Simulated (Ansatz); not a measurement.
sulfur trioxide (O3S), SMILES O=S(=O)=O.

The structure is a stationary point at ωB97X-D3(BJ)/def2-TZVP.

Two levels are set side by side: PBE/def2-SVPD (Ansatz, an electronic-structure program) and PBE0/def2-SVPD (Ansatz). Energy differences of separate SCF runs at the same geometry; the states with an electron removed or added have multiplicity 2 and 2. Differences are taken from unrounded values.

```csv
quantity,PBE0
vertical ionisation energy (eV),12.86
vertical electron affinity (eV),0.47
vertical singlet–triplet gap (eV),4.83
```

Q: What does PBE give, and how far is it from PBE0? (Estimate from the structure and the level; the computed values follow.)

A: 
```json
[
 {"quantity": "vertical ionisation energy (eV)", "PBE": "12.32", "PBE minus PBE0": "-0.54"},
 {"quantity": "vertical electron affinity (eV)", "PBE": "0.52", "PBE minus PBE0": "0.04"},
 {"quantity": "vertical singlet–triplet gap (eV)", "PBE": "4.62", "PBE minus PBE0": "-0.20"}
]
```
